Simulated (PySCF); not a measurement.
# Radial density of Cl (chlorine, neutral)

UHF, [Ne] 3s2 3p5, 2P determinant. Calculation: PySCF 2.14, in jorge-DZP-DKH (7s4p1d, 24 functions); the spin-free X2C one-electron Hamiltonian (Gaussian nucleus).

```tsv
r (bohr)	4πr²ρ (e/bohr)	4πr²(ρα − ρβ)
0.00129	0.07978	0.0000
0.00217	0.2131	0.0000
0.00365	0.5440	0.0000
0.00614	1.359	0.0000
0.0103	3.233	0.0000
0.0174	7.042	0.0002
0.0292	13.12	0.0010
0.0491	18.88	0.0054
0.0826	18.30	0.0246
0.139	13.38	0.0783
0.234	17.04	0.1345
0.393	17.59	0.0550
0.661	5.826	0.0481
1.11	4.189	0.5353
1.87	3.412	0.5095
3.15	0.6087	0.0827
5.29	0.01481	0.0019
```

Densities and radii are taken from the X2C orbitals without a picture-change correction, which distorts them close to the nucleus.
